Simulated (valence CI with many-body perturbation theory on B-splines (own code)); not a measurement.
## Si II: calculated level list

Method: relativistic CI+MBPT: three valence electrons over a frozen Dirac-Fock core [Ne], radial functions for each j: 11 s, 11 p, 9 d, 7 f, 5 g, 2 h, 1 i, with the one-electron correlation potential Σ1, the two-electron term Σ2, the three-electron term Σ3, Breit, model QED; selected CI, second order for the rest (own B-spline code, finite nucleus).

Against 28 measured levels this calculation errs by 47 cm⁻¹ on average and by 124 at most. These come from a selection out of the NIST Handbook of Basic Atomic Spectroscopic Data. Levels without a partner in it may be off by more.

Levels 1 to 32 of 32, with energies above the lowest level, 3s2 3p 2P°_1/2. "Leading %" is the weight of the configuration and term that name the level; weights of strongly mixed levels are sums over their largest components and can fall short. In the jj column 3d3/2^4 stands for four electrons in 3d with j = 3/2. Lifetimes count E1, E2, E3, M1 and M2 decay at the calculated energies, and are blank where another channel may lead or the interval is too uncertain; long ones can be off by a factor of two.

```csv
No.,Configuration,Term,J,E (cm⁻¹),Leading %,g,Leading jj,Lifetime
1,3s2 3p,2P°,1/2,0.0,94,0.666,3s^2 3p1/2 (94 %),
2,3s2 3p,2P°,3/2,289,94,1.334,3s^2 3p3/2 (94 %),4600 s
3,3s 3p2,4P,1/2,42729,98,2.670,3s 3p1/2^2 (44 %),97.5 μs
4,3s 3p2,4P,3/2,42838,98,1.735,3s 3p1/2 3p3/2 (87 %),841 μs
5,3s 3p2,4P,5/2,43014,98,1.601,3s 3p3/2^2 (64 %),438 μs
6,3s 3p2,2D,3/2,55252,67,0.799,3s 3p1/2 3p3/2 (45 %),384 ns
7,3s 3p2,2D,5/2,55268,67,1.200,3s 3p1/2 3p3/2 (44 %),425 ns
8,3s2 4s,2S,1/2,65548,93,2.002,3s^2 4s (93 %),920 ps
9,3s 3p2,2S,1/2,76704,94,2.002,3s 3p3/2^2 (62 %),1.00 ns
10,3s2 3d,2D,3/2,79360,67,0.800,3s^2 3d3/2 (67 %),342 ps
11,3s2 3d,2D,5/2,79376,67,1.200,3s^2 3d5/2 (67 %),344 ps
12,3s2 4p,2P°,1/2,81210,93,0.666,3s^2 4p1/2 (93 %),9.51 ns
13,3s2 4p,2P°,3/2,81270,93,1.334,3s^2 4p3/2 (93 %),9.44 ns
14,3s 3p2,2P,1/2,83827,91,0.666,3s 3p1/2 3p3/2 (61 %),253 ps
15,3s 3p2,2P,3/2,84029,91,1.334,3s 3p3/2^2 (52 %),252 ps
16,3s2 5s,2S,1/2,97953,94,2.002,3s^2 5s (94 %),2.36 ns
17,3s2 4d,2D,3/2,101040,92,0.800,3s^2 4d3/2 (92 %),1.29 ns
18,3s2 4d,2D,5/2,101042,92,1.200,3s^2 4d5/2 (92 %),1.30 ns
19,3s2 4f,2F°,7/2,103623,93,1.143,3s^2 4f7/2 (93 %),3.36 ns
20,3s2 4f,2F°,5/2,103623,93,0.857,3s^2 4f5/2 (93 %),3.36 ns
21,3s2 5p,2P°,1/2,103826,92,0.666,3s^2 5p1/2 (92 %),20.6 ns
22,3s2 5p,2P°,3/2,103851,92,1.334,3s^2 5p3/2 (92 %),20.6 ns
23,3s 3p 3d,2D°,3/2,108655,55,0.800,3s 3p3/2 3d5/2 (26 %),207 ns
24,3s 3p 3d,2D°,5/2,108697,55,1.200,3p1/2 3p3/2^2 (38 %),205 ns
25,3s2 6s,2S,1/2,111176,94,2.002,3s^2 6s (94 %),4.39 ns
26,3s2 5d,2D,3/2,112388,93,0.800,3s^2 5d3/2 (93 %),3.71 ns
27,3s2 5d,2D,5/2,112388,93,1.200,3s^2 5d5/2 (93 %),3.75 ns
28,3s2 5f,2F°,7/2,113802,93,1.143,3s^2 5f7/2 (93 %),6.67 ns
29,3s2 5f,2F°,5/2,113803,93,0.857,3s^2 5f5/2 (93 %),6.68 ns
30,3s2 6p,2P°,1/2,113960,91,0.666,3s^2 6p1/2 (91 %),19.0 ns
31,3s2 6p,2P°,3/2,113974,91,1.334,3s^2 6p3/2 (91 %),19.3 ns
32,3s 3p 3d,4F°,3/2,114172,92,0.399,3s 3p1/2 3d3/2 (68 %),6.99 μs
```

Names give the largest LS component (configuration and term), which can be under half, so a name can repeat, a term be missing and a line seem to break the LS rules; names also repeat where a configuration has a term twice.

The ionisation energy to 3s2 1S_0 of the next ion comes out as 16.347 eV (NIST: 16.3458 eV (measured)). All 32 levels together are meant to be complete up to 114194 cm⁻¹.
